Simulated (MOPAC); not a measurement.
MOPAC input (AM1):

```
AM1 PRECISE GNORM=0.05 LET XYZ UHF MS=0.5 GEO-OK AUX(PRECISION=9) THREADS=1
H3Pb

Pb    0.01301000 1    0.01244300 1    0.01318100 1
H     1.00984000 1   -1.03472500 1   -1.05222900 1
H    -1.01715700 1    1.05515200 1   -1.02453200 1
H    -1.05947100 1   -1.04079300 1    0.99593700 1
```

From the output:

```
                                                       MOPAC v23.2.5 Linux

          FINAL HEAT OF FORMATION =         57.93660 KCAL/MOL =     242.40672 KJ/MOL

          COSMO AREA              =         77.46 SQUARE ANGSTROMS
          COSMO VOLUME            =         61.36 CUBIC ANGSTROMS

          GRADIENT NORM           =          0.04761          =       0.02380 PER ATOM
          IONIZATION POTENTIAL    =          8.953096 EV
          ALPHA SOMO LUMO (EV)    =         -8.953 -0.321
          BETA  SOMO LUMO (EV)    =        -11.103 -2.075
          NO. OF ALPHA ELECTRONS  =          4
          NO. OF BETA  ELECTRONS  =          3
          MOLECULAR WEIGHT        =        210.2237         POINT GROUP:  C3v

          MOLECULAR DIMENSIONS (Angstroms)

            Atom       Atom       Distance
            H     4    H     3     2.96478
            H     2    H     4     2.56758
            H     2   Pb     1     0.52227

          SCF CALCULATIONS        =          6

   ATOM   CHEMICAL          X               Y               Z
  NUMBER   SYMBOL      (ANGSTROMS)     (ANGSTROMS)     (ANGSTROMS)

     1      Pb          0.00192200  *   0.00183760  *   0.00194713  *
     2       H          1.08780109  *  -0.99674013  *  -1.01119204  *
     3       H         -0.97626113  *   1.13135249  *  -0.98298828  *
     4       H         -1.01934906  *  -1.00291897  *   1.07442659  *

                             CARTESIAN COORDINATES

   1   Pb        0.001921997     0.001837599     0.001947135
   2    H        1.087801092    -0.996740126    -1.011192042
   3    H       -0.976261130     1.131352493    -0.982988284
   4    H       -1.019349056    -1.002918975     1.074426587

           Empirical Formula: H3 Pb  =     4 atoms

      MOLECULAR POINT GROUP   :   C3v

          ALPHA EIGENVALUES
 -19.55895 -11.54167 -11.54166  -8.95310  -0.32108   0.35833   0.35833

           BETA EIGENVALUES
 -18.62413 -11.10282 -11.10282  -2.07479  -0.10307   0.96269   0.96269

              NET ATOMIC CHARGES AND DIPOLE CONTRIBUTIONS

  ATOM NO.   TYPE          CHARGE      No. of ELECS.   s-Pop       p-Pop
    1         Pb           0.057689        3.9423     1.57797     2.36434
    2          H          -0.019230        1.0192     1.01923
    3          H          -0.019229        1.0192     1.01923
    4          H          -0.019230        1.0192     1.01923
 DIPOLE           X         Y         Z       TOTAL
 POINT-CHG.     0.084     0.081     0.085     0.145
 HYBRID        -0.479    -0.459    -0.486     0.822
 SUM           -0.395    -0.378    -0.400     0.677

          ATOMIC ORBITAL ELECTRON POPULATIONS

     Atom    s        px        py        pz
    1 Pb   1.57797   0.78758   0.78991   0.78685
    2  H   1.01923
    3  H   1.01923
    4  H   1.01923

                    (SZ)    =    0.500000
                    (S**2)  =    0.750284

          ATOMIC ORBITAL SPIN POPULATIONS

    Atom   Total    s     px     py     pz
         Atomic
    1 Pb  0.8396  0.110  0.248  0.228  0.254
    2  H  0.0535  0.053
    3  H  0.0535  0.053
    4  H  0.0535  0.053

 **********************
 *                    *
 * JOB ENDED NORMALLY *
 *                    *
 **********************

 == MOPAC DONE ==
```

The geometry given is a B3LYP-D3(BJ)/def2-TZVP minimum.
